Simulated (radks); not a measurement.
Spherical quantum dot in the effective-mass picture: electrons in a well V = -V0 / (1 + exp((r - R)/a)) with V0 = 34.8, R = 1.78, a = 0.16, with a point charge +2 (a donor) at the centre, all in effective atomic units (hartree* = m*/eps^2 hartree, bohr* = eps/m* bohr), one dielectric constant everywhere. Method: non-relativistic Kohn-Sham, LDA (Slater exchange, Perdew-Wang correlation), spin-polarised, spherical densities; computed with a radial shooting solver with Libxc functionals. Levels are named by radial order and angular momentum (1s, 1p, 1d, 2s, ...), and open shells are averaged over m. Results are scaled to m* = 0.563 and eps = 11.1, for which hartree* = 124.3 meV and bohr* = 1.043 nm.

N = 8, configuration 1s2 1p6. This is the lowest configuration that the search found. Occupied and some empty levels:

| level | occupation | eigenvalue (meV) | <r> (nm) |
|---|---|---|---|
| 1s | 2 | -3593.8 | 0.7584 |
| 1p | 6 | -3305.2 | 1.048 |
| 2s | 0 | -3057.1 | 0.9270 |
| 1d | 0 | -3023.9 | 1.173 |
| 1f | 0 | -2700.8 | 1.260 |

Energy (meV): total -30588.3, kinetic 2721.4, external -36382, Hartree 3796.5, exchange-correlation -724.39.
